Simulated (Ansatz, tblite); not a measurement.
Isomers of In2Se3 (singlet), found by a short tight-binding search and relaxed with B3LYP-D4/def2-SVP in Ansatz.

In the def2 sets In takes a core potential; there is no spin–orbit coupling. The xTB rows come from tblite. Correlated methods freeze 35 core orbitals; core or outer-core shells of In, Se are correlated, in sets that lack core-valence functions.

A further structure is left out (at the level of its geometry, restricted singlet, unstable towards broken spin symmetry at other levels and untested here); at PBE0-D4/def2-TZVP its energy lies 0.42 eV above the lowest shown.

Other spin states were run for one of them alone.

A:

```xyz
5

In    0.7684   -0.0981    0.9761
In   -1.7701    1.3423   -0.8721
Se   -0.4539    1.8751    1.6720
Se    1.6417   -2.0779   -0.2192
Se   -0.1860   -1.0414   -1.5567
```

B:

```xyz
5

In   -0.125   -2.440   -0.001
In   -0.847    1.558   -1.380
Se    1.623   -0.160   -0.848
Se    0.752    1.053    1.042
Se   -1.404   -0.011    1.187
```

Question: Estimate which lies lowest at each level, and how far above it the others are (eV).

Answer: 
```tsv
level	A	B
GFN1-xTB	0.66	0.00
GFN2-xTB	1.10	0.00
HF/def2-SVP	0.19	0.00
PBE-D4/def2-TZVP	0.37	0.00
r2SCAN-D4/def2-TZVP	0.13	0.00
PBE0-D4/def2-TZVP	0.25	0.00
ωB97X-V/def2-TZVP	0.16	0.00
PBE-QIDH/def2-TZVP	0.09	0.00
MP2/def2-SVP	0.03	0.00
CCSD/def2-SVP	0.18	0.00
CCSD(T)/def2-SVP	0.15	0.00
```
Point groups (tolerance 0.1 Å): A Cs, B Cs. Lower isomers may exist.
